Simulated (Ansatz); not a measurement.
C$_{2}$H$_{6}$BNO at its PBE0-D4/def2-TZVP geometry, where that method's forces vanish. Charge 0, multiplicity 1. The bonds changed during the relaxation, so this is another structure than the one it started from.

```xyz
11

B     0.8751    0.6195   -0.8739
C     0.2218    0.8454    0.5171
N    -0.5349   -0.0544   -0.4419
C    -0.4002   -1.0772    0.6048
O     0.3452   -0.2363    1.4565
H     0.6693    1.4823   -1.6804
H     1.7635   -0.1707   -1.0056
H    -0.2807    1.7222    0.9194
H    -1.4434    0.1893   -0.8062
H    -1.3663   -1.3591    1.0391
H     0.1508   -1.9611    0.2710
```

Problem. What forces (eV/Å) does ωB97M-V/def2-TZVPP give on these atoms in Ansatz? (An estimate is asked.)

Solution. The calculation gave: 
```
B1   0.212  0.061 -0.196
C2   0.018  0.360  0.074
N3  -0.284 -0.018 -0.192
C4  -0.151 -0.393  0.003
O5   0.129 -0.008  0.217
H6   0.029 -0.094  0.092
H7  -0.105  0.078  0.034
H8   0.040 -0.100 -0.049
H9   0.059 -0.012  0.031
H10  0.101  0.030 -0.048
H11 -0.048  0.098  0.035
```
